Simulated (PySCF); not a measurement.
## What went wrong, or what changed?

The sound run of [Ta(SH)4]+ (singlet; a saddle point, relaxed within its symmetry) uses PySCF 2.14.0, RKS PBE0, Ta def2-SVP with ECP60, S def2-SVP, H def2-SVP; non-relativistic Hamiltonian with scalar-relativistic core potentials where named; density fitting; no spin-orbit coupling, grid (50, 194), threshold 1e-8 and 55 cycles at the relaxed geometry. This run, with dm0 from free metal ions and neutral atoms, differs:

```python
mol = gto.M(atom='''
Ta    -0.00000     0.00000     0.00182
S      2.23754     0.42352     0.66075
H      2.62622    -0.68665     1.33147
S     -0.42352     2.23754     0.66075
H      0.68665     2.62622     1.33147
S     -2.23754    -0.42352     0.66075
H     -2.62622     0.68665     1.33147
S      0.42352    -2.23754     0.66075
H     -0.68665    -2.62622     1.33147''',
    basis={'Ta': 'def2-SVP', 'S': 'def2-SVP', 'H': 'def2-SVP'},
    ecp={'Ta': 'def2-SVP'},
    charge=1, spin=3)
mf = dft.UKS(mol, xc='PBE0')
mf.grids.atom_grid = (50, 194)
mf = mf.density_fit()  # fitting sets: Ta def2-universal-JKFIT, S def2-universal-JKFIT, H def2-universal-JKFIT
mf.conv_tol = 1e-08; mf.max_cycle = 79
mf.kernel(dm0)
```

What was changed, and how did it end?

The spin was changed. The program refused it. The cycle limit differs too. These settings are unsound on purpose: the numbers aren't the compound's.
```
RuntimeError: Electron number 80 and spin 3 are not consistent
Note mol.spin = 2S = Nalpha - Nbeta, not 2S+1
```

Run from Python with OMP_NUM_THREADS=2; the lines above give its settings.
